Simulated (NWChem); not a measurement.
Molecule: CdSiH3Br; SMILES [SiH3][Cd][Br]

Results from NWChem. Geometry: optimised at PBE0/def2-SVP. No frequency run checked for a minimum. def2 effective core potentials on Cd; no spin-orbit coupling.

Diagonal of the polarisability tensor at B3LYP/def2-SVPD, static: 78.98, 127.25, 69.29 bohr³.

### Question
Find the mean polarisability volume, the molar refraction, and the refractive index that an ideal gas of it would have at 273.15 K and 1 atm.

### Answer

1. Mean: one third of the trace = 91.84 bohr³ × 0.14818 Å³/bohr³ = 13.61 Å³.
2. Molar refraction (Lorentz-Lorenz): (4π/3) N_A α = 34.3 cm³/mol.
3. Number density p/kT = 2.687 × 10⁻⁵ Å⁻³; n − 1 = 2π N α = 22.97 × 10⁻⁴.
4. These hold the electronic response alone: vibrational and orientational terms add to the static dielectric constant.
